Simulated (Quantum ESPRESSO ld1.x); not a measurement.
Values are calculated unless marked as measured or tabulated.
Species: the carbon ion C3+. Configuration: [He] 2s1. Level of theory: scalar-relativistic Kohn-Sham, revPBE, spin-unpolarised, spherical densities, point nucleus; without spin polarisation the odd electron is poorly described (ld1.x of Quantum ESPRESSO 7.5).

Normalised radial functions P(r) = r R(r), r in bohr:

```
   r/bohr * 1s, o 2s (the largest magnitude, 1.72, reaches the edge; | marks zero, & curves that meet)
  0.01374                             | o   *
  0.01847                             | o    *
  0.02503                             |  o     *
  0.03365                             |  o        *
  0.04524                             |   o          *
  0.06082                             |    o             *
  0.08178                             |     o               *
   0.1108                             |      o                 *
    0.149                             |      o                   *
   0.2003                             |     o                    *
   0.2693                             |   o                    *
    0.365                             o                  *
   0.4908                        o    |            *
   0.6598                   o         |      *
   0.8871               o             |  *
    1.202               o             |*
    1.616                  o          *
    2.173                       o     *
    2.922                           o *
     3.96                             &
```

1s: eigenvalue -332.14 eV, 0 radial nodes, <r> = 0.269 bohr, 90 % of the charge inside 0.482 bohr. 2s: eigenvalue -56.101 eV, 1 radial node at r = 0.370 bohr, <r> = 1.28 bohr, 90 % of the charge inside 1.97 bohr.
